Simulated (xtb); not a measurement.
Ga(F)(Cl)(NH2) (ClFGaH2N), SMILES [NH2][Ga]([F])[Cl]. All values are semi-empirical tight-binding results from xtb (GFN2-xTB unless named), good for trends rather than for accurate numbers. Geometry optimised at GFN2-xTB. Other conformers were not sampled.

For metal compounds this method's bond lengths and energies can be far off.

Computed properties:
```
Property                                       Value
-------------------------------------  -------------
orbital gap                                  3.57 eV
zero-point energy                      16.1 kcal/mol
G − E(el) at 298.15 K (modified RRHO)  -3.5 kcal/mol
```
